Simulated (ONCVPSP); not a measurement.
# Transferability test, ONCV potential for bismuth (Bi)

```json
{"Element": "bismuth (Bi)", "Generator": "ONCVPSP 4.0.1", "Type": "optimised norm-conserving Vanderbilt (ONCV)", "Functional": "PBEsol", "Relativity": "scalar-relativistic", "Frozen core": "[Kr] 4d10 4f14", "Valence charge": "23", "Reference configuration": "5s2 5p6 5d10 6s2 6p3", "Partial waves": "5s+6s: rc 1.40 bohr, ncon 4, nbas 8, qcut 10.8 1/bohr, 2 projectors; 5p+6p: rc 1.75 bohr, ncon 4, nbas 9, qcut 6.3 1/bohr, 2 projectors; 5d: rc 1.55 bohr, ncon 4, nbas 9, qcut 10.1 1/bohr, 2 projectors, debl 3.6 Ha", "Local potential": "polynomial inside 1.00 bohr (lpopt 4, dvloc0 1 Ha)", "Core correction": "Teter function, fcfact 2.75, rcfact 1.2"}
```

Energies are relative to the spin-unpolarised reference configuration 5s2 5p6 5d10 6s2 6p3; without spin polarisation the order of configurations can differ from experiment.

```csv
valence configuration,charge,ΔE all-electron (eV),error AE − PS (meV)
5s2 5p6 5d10 6s2 6p2,+1,7.949,-3.5
5s2 5p6 5d10 6s2 6p1,+2,23.240,-11
5s2 5p6 5d10 6s2 6p0,+3,46.598,-25
5s2 5p5 5d10 6s2 6p3,+1,103.188,-186
```
